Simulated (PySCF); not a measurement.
**Spectroscopy problems**

[PySCF 2.14.0 with density-fitted response routines: GIAO PBE0/pcSseg-1 shieldings; geometry from GFN2-xTB; no relativistic terms; gas phase; single conformer; one averaged value for each set of equivalent atoms]

Chemical shifts δ = σref − σ; 1H (σref 31.72) and 13C (σref 186.93) against TMS, all at this level. Where no couplings were computed, multiplicities follow the n + 1 count of equivalent neighbours, and m marks all less simple cases (inequivalent or close neighbours, rings, F or P nearby). Shifts are as computed. Against solution values, carbons near 30 ppm lie about +3 ppm off and those near 130 ppm about +5 ppm. Of 1309 compounds with measured shifts, 239 miss one by over three times the rms of a fit or turn the order of signals round; such compounds aren't used in these exercises. OH and NH positions are gas-phase values without hydrogen bonding to other molecules.

Question: C$_{5}$H$_{7}$NSi. 1H NMR (300 MHz, computed): δ 3.78 (d, 3H), 2.60 (m, 1H), 1.86 (m, 1H), 1.74 (m, 1H), 1.52 (m, 1H). 13C{1H} NMR (computed): δ 124.0 (C), 39.9 (CH2), 37.2 (CH), 19.6 (CH), -6.1 (C). Give a structure.

Answer: SMILES N#C[C@@]12C[C@@H]1[C@@H]2[SiH3]. Rings plus π bonds: 4 (2 rings in the answer). 5 carbon signals for 5 carbons: no two carbons are equivalent. Carbon types of the structure: 2 × C, 2 × CH, 1 × CH2, leaving 3 H on heteroatoms. δC 124.0: nitrile carbon; this is the usual window of a C≡N carbon, which has no attached hydrogen. δC 39.9, 37.2, 19.6, -6.1: three-membered-ring carbon. δH 3.78: hydrogen on a silicon bonded to C. δH 2.60, 1.86, 1.74, 1.52: hydrogen on a three-membered-ring carbon.

The data come from this structure; uniqueness wasn't tested.

Question: C$_{3}$H$_{8}$O$_{3}$Si$_{2}$. 1H NMR (600 MHz, computed): δ 12.54 (d, 1H), 5.73 (br s, 1H), 5.01 (d, 1H), 3.53 (m, 1H), 2.01 (br s, 1H), 1.37 (m, 1H), 1.34 (m, 1H), 0.87 (m, 1H). 13C{1H} NMR (computed): δ 258.7, 14.6, 10.7. Identify the compound.

Answer: `O=C[Si@@H]1C[C@@H]1[SiH](O)O`. The formula gives 2 degrees of unsaturation (1 ring in the answer). 3 carbon signals for 3 carbons: no two carbons are equivalent. Carbon types of the structure: 2 × CH, 1 × CH2, leaving 4 H on heteroatoms. δC 258.7: carbonyl carbon. δC 14.6, 10.7: three-membered-ring carbon; carbons of three-membered rings are unusually shielded. δH 12.54: hydrogen on a carbonyl carbon. δH 5.73, 2.01: hydrogen on an oxygen bonded to Si; exchangeable, gas-phase position.

The data come from this structure; uniqueness wasn't tested.
